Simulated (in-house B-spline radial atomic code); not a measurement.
A fraction x of an electron is removed from 4d in Sb VI (Sb5+), starting from [Kr] 4d10 and keeping the highest spin. Method: non-relativistic CAM-B3LYP, spin-polarised, spherical fractional occupations, point nucleus. Calculated with an all-electron radial atomic-structure program (B-spline basis).

Caution: exact exchange at fractional occupations of open shells leaves self-interaction of up to several eV.

```
   x  E(x) - E(0) (eV)  4d down level (eV)
   0            0.0000             -94.994
0.12           11.5289             -97.156
0.23           22.3255             -99.148
0.31           30.3154            -100.603
0.41           40.4670            -102.429
 0.5           49.7599            -104.080
0.63           63.4458            -106.476
0.77           78.5340            -109.071
0.94           97.3454            -112.244
   1          104.1137            -113.369
```

The exact functional would give a straight line between the two integer points. Deviations E(x) - E(0) - x[E(1) - E(0)], in eV: -0.965 at x = 0.12, -1.621 at x = 0.23, -1.96 at x = 0.31, -2.22 at x = 0.41, -2.297 at x = 0.5, -2.146 at x = 0.63, -1.634 at x = 0.77, -0.521 at x = 0.94.

The curve lies below the straight line by up to 2.297 eV (at x = 0.5): convex, the delocalisation error, to which spherically averaged exact exchange adds.

Task: How well does Slater's transition state (minus the level at half occupation) give the ionisation energy?

Result: It gives 104.080 eV against 104.114 eV from the two total energies; NIST lists 99.51 eV, ground level to ground level. The end point has an open shell averaged over its orbitals, so its exact exchange keeps a self-interaction and this is no true integer point.
